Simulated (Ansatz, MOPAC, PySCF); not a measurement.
System: CH5OSi, charge 0, multiplicity 2. SMILES: C[SiH2][O]
Coordinates optimised at B3LYP-D3(BJ)/def2-TZVP (Ansatz, a first-principles code):
```
Si
O 1 1.6579
H 1 1.4834 2 111.64
H 1 1.4834 3 109.32 2 -124.02
C 1 1.8851 3 110.71 4 -122.22
H 5 1.0890 1 110.82 3 -58.48
H 5 1.0890 6 109.38 1 122.47
H 5 1.0929 6 109.09 7 119.25
```
Charge 0, spin multiplicity 2.

Quantity: enthalpy of formation at 298 K, in kcal/mol. Set-up: non-relativistic; 6-311+G** with 5d, 6d on Na to Ar in Ansatz; no dispersion term unless named; six Cartesian d functions in 6-31G* and its kin unless marked 5d; no spin-orbit coupling; valence correlation only; open shells spin-unrestricted; LANL2DZ with its own core potentials from Na on. Basis-set limits of correlation are two-point, X^-3; Hartree-Fock from the larger set. Ab initio and DFT rows: single points at B3LYP-D3(BJ) geometries (Ansatz), with unscaled harmonic terms from B3LYP/6-31G* (Ansatz) at its own minima, enthalpies of formation by atomisation with measured atoms. Semi-empirical rows: MOPAC heats of formation at their own minima for 298 K.

Coupled cluster (Ansatz) is a level with limits of its own, used here on species with T1 under 0.025 (0.045 for open shells) and stable references: CCSD(T)/CBS(cc-pV(T+d)Z,cc-pV(Q+d)Z).

Value to compare with, CCSD(T)/CBS(cc-pV(T+d)Z,cc-pV(Q+d)Z) (Ansatz): -18.0 kcal/mol.

```json
[
 {"level": "PM3", "program": "MOPAC", "enthalpy of formation at 298 K (kcal/mol)": "-31.3", "difference": "-13.3"},
 {"level": "PBE/LANL2DZ", "program": "Ansatz", "enthalpy of formation at 298 K (kcal/mol)": "8.5", "difference": "26.5"},
 {"level": "PBE/6-311+G**", "program": "Ansatz", "enthalpy of formation at 298 K (kcal/mol)": "-12.1", "difference": "5.9"},
 {"level": "BP86/def2-SVP", "program": "PySCF", "enthalpy of formation at 298 K (kcal/mol)": "-27.5", "difference": "-9.5"},
 {"level": "B3LYP/6-31G*", "program": "Ansatz", "enthalpy of formation at 298 K (kcal/mol)": "-9.0", "difference": "9.0"},
 {"level": "B3LYP/6-31G**", "program": "Ansatz", "enthalpy of formation at 298 K (kcal/mol)": "-13.4", "difference": "4.6"},
 {"level": "MP2/6-31G*", "program": "Ansatz", "enthalpy of formation at 298 K (kcal/mol)": "51.0", "difference": "69.0"},
 {"level": "MP2/6-311+G**", "program": "Ansatz", "enthalpy of formation at 298 K (kcal/mol)": "25.3", "difference": "43.3"},
 {"level": "B3PW91/6-31G* (5d)", "program": "PySCF", "enthalpy of formation at 298 K (kcal/mol)": "-7.4", "difference": "10.6"},
 {"level": "r2SCAN-D4/def2-TZVPD", "program": "Ansatz + dftd4", "enthalpy of formation at 298 K (kcal/mol)": "-21.6", "difference": "-3.6"},
 {"level": "wB97X-V/def2-TZVPD", "program": "Ansatz", "enthalpy of formation at 298 K (kcal/mol)": "-20.7", "difference": "-2.7"},
 {"level": "B2PLYP-D3(BJ)/def2-TZVPD", "program": "Ansatz + dftd3", "enthalpy of formation at 298 K (kcal/mol)": "-10.9", "difference": "7.1"}
]
```

Among the 9 habitual levels, MP2/6-31G* lies farthest from CCSD(T)/CBS(cc-pV(T+d)Z,cc-pV(Q+d)Z) (Ansatz) (69.0 kcal/mol) and B3LYP/6-31G** nearest (4.6); 7 of 9 lie above it, and their mean absolute difference is 21.3 kcal/mol, the median 10.6. One case shows no general order.

The levels are drawn from those run, B3LYP/6-31G* more often than the rest, none by its result; left out are runs that failed, that the program found above a lower state of the same kind, or whose <S^2> lies over 0.5 above the pure value.
